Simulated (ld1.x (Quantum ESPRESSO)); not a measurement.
Results of a calculation; reference values are marked as such.
Potentials for phosphorus compared

Generated with ld1.x 7.5 (TM, RRKJ, ultrasoft, PAW), atompaw 4.2 or ONCVPSP 4.0.1. The cutoff is in Ry: for ld1.x and atompaw files where the sum of valence levels is converged to 10 mRy in a Bessel basis, for ONCV files where the hardest occupied wave has 1 mHa per electron of residual kinetic energy. The error is the largest all-electron minus pseudo excitation energy over each file’s own four to seven test configurations (ionisations up to +4, promotions, holes and added fractions of an electron), all of which were solved. The labels leave out finer settings (local radius, basis sizes, second energies), which also bear on the numbers. Spin-polarised tests are not counted. The rows are a selection from randomly drawn settings: files with unsolved tests, undetermined cutoffs or missed reference levels are left out.

| potential | cutoff (Ry) | largest error (meV) | bound ghosts |
| --- | --- | --- | --- |
| PAW, LDA (PZ), scalar-relativistic, rc 1.40/2.30/2.35 (spd), local smoothed, core correction yes, reference 3s1 3p4 | 15 | -144 | none |
| TM, PBEsol, scalar-relativistic, rc 1.15/1.60/1.55 (spd), local smoothed, core correction yes, reference 3s2 3p3 | 55 | +218 | none |
| PAW, revPBE, non-relativistic, rc 1.65/1.70 (sp), local smoothed, core correction yes, reference 3s2 3p1 | 12 | -69 | none |
| RRKJ, PBE, non-relativistic, rc 1.45/1.60 (sp), local smoothed, core correction no, reference 3s2 3p3 | 25 | +247 | none |
| RRKJ, LDA (PZ), scalar-relativistic, rc 1.10/1.50/1.20 (spd), local s, core correction yes, reference 3s2 3p3 | 70 | +119 | none |
| RRKJ, PBEsol, non-relativistic, rc 1.45/1.25 (sp), local s, core correction yes, reference 3s2 3p3 | 70 | +116 | none |

Task: Fill in the row for P: TM, Wu–Cohen, scalar-relativistic, rc 1.25/1.80/1.85 (spd), local smoothed, core correction yes, reference 3s2 3p2.

Result: cutoff 45 Ry, largest error +150 meV, bound ghosts: none.

Task: Fill in the row for P: PAW, PBE, non-relativistic, rc 1.45/1.80/1.90 (spd), local smoothed, core correction yes, reference 3s2 3p0.

Result: cutoff 18 Ry, largest error -31 meV, bound ghosts: none.

Task: Fill in the row for P: TM semilocal, LDA (PZ), scalar-relativistic, rc 1.60/1.20/1.60 (spd), local s, core correction no, reference 3s2 3p3.

Result: cutoff 70 Ry, largest error +453 meV, bound ghosts: none.
